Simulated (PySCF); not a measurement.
Gas-phase reaction: MoOF4 + 4 H + O2 = MoO3 + 4 HF

Computed with PySCF and rigid-rotor harmonic-oscillator thermochemistry at 1 bar. † marks an energy on the PBE0/def2-TZVP geometry and frequencies. CCSD(T) freezes the core. Open shells (unrestricted): H (multiplicity 2), O2 (multiplicity 3); the rest are closed-shell singlets. Mo: scalar-relativistic def2 core potential, no spin-orbit coupling. CCSD(T) isn't extrapolated to the basis-set limit. Strong static correlation: MoO3. Warning, large T1 diagnostic: MoO3, MoOF4 (CCSD(T)/def2-SVP†, CCSD(T)/def2-TZVPP†).

```csv
level,"ΔH°(298 K), kJ"
CCSD(T)/def2-SVP†,(withheld)
CCSD(T)/def2-TZVPP†,-976
HF/def2-TZVP†,(withheld)
r2SCAN/def2-TZVP†,-829
LDA/def2-TZVP†,-908
```

Problem. Fill in the missing entries.

Solution. 
- CCSD(T)/def2-SVP†, ΔH°(298 K), kJ: -862
- HF/def2-TZVP†, ΔH°(298 K), kJ: -623
